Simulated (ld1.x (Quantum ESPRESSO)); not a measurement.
# An all-electron radial function and its pseudo partner (B)

Columns: radius, all-electron u(r) and pseudo u(r) of the 2s shell (level -19.38 eV) of boron in the configuration [He] 2s2 2p0; PBEsol, scalar-relativistic, TM scheme, ld1.x (Quantum ESPRESSO) 7.5.

```csv
r (bohr),all-electron,pseudo
0.140,0.3292,-0.0623
0.280,0.2615,-0.1297
0.420,0.0631,-0.2075
0.560,-0.1564,-0.2999
0.700,-0.3527,-0.4079
0.840,-0.5113,-0.5241
0.980,-0.6303,-0.6313
1.120,-0.7112,-0.7112
1.260,-0.7587,-0.7587
1.400,-0.7785,-0.7785
1.540,-0.7763,-0.7763
1.680,-0.7572,-0.7572
1.820,-0.7259,-0.7259
1.960,-0.6861,-0.6861
2.100,-0.6410,-0.6410
2.240,-0.5931,-0.5931
2.380,-0.5442,-0.5442
2.520,-0.4959,-0.4959
2.660,-0.4492,-0.4492
2.800,-0.4049,-0.4049
2.940,-0.3634,-0.3634
3.080,-0.3250,-0.3250
3.220,-0.2897,-0.2897
3.360,-0.2575,-0.2575
3.500,-0.2283,-0.2283
3.640,-0.2019,-0.2019
```

**Question.** How many radial nodes do the two functions have?

**Answer.** The all-electron 2s function has n − l − 1 = 1; the pseudo-wave has 0, since the states of the same l below it are removed with the core.

**Question.** At about which radius was the pseudo-wave matched?

**Answer.** 1.15 bohr, where the columns begin to agree (steps of 0.14 bohr).

**Question.** Where does each function peak?

**Answer.** Outermost all-electron maximum near 1.40 bohr, pseudo maximum near 1.40 bohr (to the table’s step).

**Question.** Is the pseudo-wave norm-conserving?

**Answer.** Yes: the TM scheme keeps the norm inside the radius equal to the all-electron one, which fixes the energy derivative of the logarithmic derivative at the level.
